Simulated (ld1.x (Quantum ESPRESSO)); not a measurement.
# u(r) = r·R(r): atom against pseudo-atom (calcium (Ca))

Columns: radius, all-electron u(r) and pseudo u(r) of the 3d shell (level -1.82 eV) of calcium in the configuration [Ne] 3s2 3p6 3d0 4s2 4p0; BLYP, scalar-relativistic, ultrasoft scheme, ld1.x (Quantum ESPRESSO) 7.5.

```csv
r (bohr),all-electron,pseudo
0.136,0.0340,0.0008
0.272,0.1403,0.0062
0.408,0.2682,0.0202
0.544,0.3843,0.0456
0.680,0.4767,0.0833
0.816,0.5442,0.1328
0.952,0.5883,0.1917
1.088,0.6128,0.2562
1.224,0.6226,0.3218
1.360,0.6219,0.3837
1.496,0.6140,0.4376
1.632,0.6012,0.4802
1.768,0.5852,0.5095
1.904,0.5673,0.5252
2.040,0.5483,0.5283
2.176,0.5288,0.5214
2.312,0.5091,0.5074
2.448,0.4895,0.4895
2.584,0.4702,0.4703
2.720,0.4514,0.4514
2.856,0.4330,0.4330
2.992,0.4153,0.4153
3.128,0.3982,0.3982
3.264,0.3817,0.3817
3.400,0.3657,0.3657
3.536,0.3503,0.3503
```

(1) How many radial nodes do the two functions have?

(2) At about which radius was the pseudo-wave matched?

(3) Is the pseudo-wave norm-conserving?

Answers

(1) The all-electron 3d function has n − l − 1 = 0; the pseudo-wave has 0.

(2) 2.72 bohr. The columns agree to 0.0005 from 2.45 bohr on; several derivatives are matched, so the curves merge somewhat inside the radius.

(3) No, it belongs to an ultrasoft set: the norm inside the radius is not constrained, and the difference is carried by the augmentation charge.
